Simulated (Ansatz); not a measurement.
C2H6BFS, relaxed with RKS PBE-D4/def2-SVP in Ansatz from a rough embedded geometry. The force threshold is 0.03 eV/Å; the program also tests the step.

Charge 0, multiplicity 1. The bonds changed during the relaxation, so this is another structure than the one it started from.

Start:

```xyz
11

B    -0.729   -0.665   -0.991
C    -0.234    0.139    0.272
C     1.074    0.801   -0.047
F    -1.080    1.094    0.596
S    -0.016   -0.970    1.714
H    -1.821   -1.278   -0.888
H    -0.145   -0.767   -1.987
H     1.026    1.472   -0.915
H     1.466    1.359    0.770
H     1.872    0.028   -0.342
H    -1.414   -1.213    1.817
```

By how much does the energy fall, and how many steps does the optimiser take? (Estimate.)

Computed: 24.65 kcal/mol, in 9 steps.

Which bonds change most? (Best estimate.)

Computed: B1–S5 from 2.814 to 2.060 Å; C2–S5 from 1.832 to 2.004 Å; S5–H11 from 1.422 to 1.363 Å; B1–H7 from 1.159 to 1.218 Å.

Give the relaxed structure. (Best estimate.)

Ansatz gave: 
```xyz
11

B    -0.792   -0.866   -0.779
C    -0.223    0.317    0.062
C     1.138    0.942   -0.056
F    -1.094    1.167    0.680
S    -0.141   -1.393    1.103
H    -1.994   -0.999   -0.883
H    -0.024   -1.402   -1.558
H     1.072    1.760   -0.805
H     1.482    1.374    0.904
H     1.879    0.207   -0.422
H    -1.303   -1.105    1.754
```
